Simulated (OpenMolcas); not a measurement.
# Cu4+: moving or changing the point charges

Cu4+ among 4 point charges of -1.5 e arranged as a tetrahedron (Td), 2.02 Å from the ion.

```json
{"Program": "OpenMolcas 26.06", "Method": "CASSCF", "Basis": "ANO-RCC-VDZP [5s4p2d1f]", "Scalar Hamiltonian": "DKH2, point nucleus", "Active space": "7 electrons in 5 orbitals (3d)", "State averaging": "2S+1 = 4 even, 10 roots; 2S+1 = 2 even, 40 roots", "Spin-orbit coupling": "state interaction with AMFI integrals over the reference wave functions"}
```

Runs around this geometry, states (labels of Td). Energies in cm-1 above the lowest state or level, χT in cm3 K/mol.

```
R (Å)  q (e)  Ground state  First state of that spin  First gap with spin-orbit (degeneracies)  χT at 300 K  First state of another spin
 2.02   -1.2           4A2                 4T2 485.5                              338.6 (4, 4)        5.260                    2A1 24602
 1.89   -1.5           4A2                 4T2 812.1                              596.4 (4, 4)        4.921                    2A1 24933
 2.02   -1.5           4A2                 4T2 599.0                              425.8 (4, 4)        5.143                    2A1 24717
 2.22   -1.5           4A2                 4T2 385.8                              264.4 (4, 4)        5.353                    2A1 24500
```

Taking the first state of the same spin as R^-n, n = -ln(385.8 / 812.1) / ln(2.22 / 1.89) = 4.6 between the shortest and longest distance.

Scaling the charges by -1.2 / -1.5 = 0.80 scales the first state of the same spin by 485.5 / 599 = 0.81; with fixed orbitals a first-order splitting would follow the charge.

Without dynamic correlation the repulsion within the d shell is too large (B by tens of per cent), so at a given field states of lower spin stand too high. The ground term spreads over less than 5000 cm-1, several times less than with real ligands, so orbital moments are less quenched and χT lies further from the spin-only value than at real sites. Spin-orbit coupling mixes the spin-free states strongly: the lowest level takes only 49 % from its leading state, 4A2 (figures for R = 2.02, q = -1.2; the like holds for R = 1.89, q = -1.5, R = 2.02, q = -1.5, R = 2.22, q = -1.5). This is an electrostatic model: the charges have no orbitals. A group larger than the point group allows holds several states that coincide in this model. No measured value stands beside these numbers.
